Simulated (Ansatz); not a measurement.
`F[SiH2][InH2]` + `C=N` → `C=N[SiH2]F` + `[InH3]`  (cleavage of the Si–In bond)

Calculated with Ansatz (gas phase, PBE0-D4/def2-TZVP geometries, no zero-point term in ΔE). CCSD(T)/CBS adds triple-zeta CCSD(T) − MP2 to the extrapolated MP2 energy (def2 sets, frozen cores). This one scheme is used for every species. Functionals use def2-TZVPP. Elements past krypton have def2 core potentials. For In outer-core shells are correlated without core-valence functions, which leaves a few kJ/mol of doubt a bond. Each species was taken in one conformer, which may not be the lowest.

```tsv
level	ΔE (eV)
CAM-B3LYP-D4	-0.45
CCSD/def2-SVP	-0.33
MP2/def2-TZVPP	-0.43
MP2/CBS(def2)	-0.40
```

Question: What does CCSD(T)/CBS give? (Best estimate.)

Answer: Ansatz gave: -0.35 eV. The listed levels differ from it by -0.10, 0.02, -0.08, -0.05 eV.

Largest T1 diagnostic among the species: 0.014.

From BLYP to BHLYP (50 % exact exchange), in def2-TZVPP and without D4, ΔE moves by −0.12 eV. In def2-TZVPP, CCSD(T) changes the Hartree–Fock value by +0.15 eV (the triples alone add +0.01 eV) and MP2 by +0.10 eV. Leaving LDA and LC-ωPBE aside and taking each functional with its dispersion term where it has one, the values, not all of them listed here, spread over 0.21 eV, from B97M-V to PBE-D4. LDA lies −0.11 eV from PBE without D4.
